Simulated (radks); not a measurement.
Excited configurations of Ag I: one electron is placed in a higher orbital outside [Kr] 4d10. The ground configuration is [Kr] 4d10 5s1. All-electron calculation, scalar-relativistic Kohn-Sham, PBE, spin-unpolarised, spherical densities, finite nucleus; Fermi nuclear charge, rms radius 4.5454 fm. Program: a radial shooting solver on a logarithmic mesh with Libxc functionals. Excitation = E - E(ground); binding = E(ion) - E, where the ion is the core of charge +1; n* = 1/sqrt(2 binding) in atomic units, and the quantum defect is n - n*.

outer orbital  excitation (eV)  binding (eV)     n*  quantum defect  eigenvalue (eV)  <r> (bohr)
4f                       6.849         0.908  3.870           0.130           -0.436       17.46
5p                       3.866         3.891  1.870           3.130           -1.691       4.773
6s                       5.276         2.481  2.342           3.658           -1.460       8.631
6d                       6.779         0.979  3.729           2.271           -0.553       19.57
6f                       7.306         0.451  5.491           0.509           -0.285       44.40
7p                       6.737         1.020  3.652           3.348           -0.632       20.63
7d                       7.099         0.658  4.547           2.453           -0.408       31.27

The Delta-SCF ionisation energy is 7.757 eV (NIST Atomic Spectra Database: 7.576 eV, measured). Self-interaction in the functional shifts the binding energies and quantum defects, so they are the method's values and not measured ones. Spin polarisation and multiplet splitting are left out, so open shells lie too high by an amount that depends on their filling.

Beside tabulated values, note that spin-unpolarised runs miss the spin-polarisation part of the exchange energy of open shells.
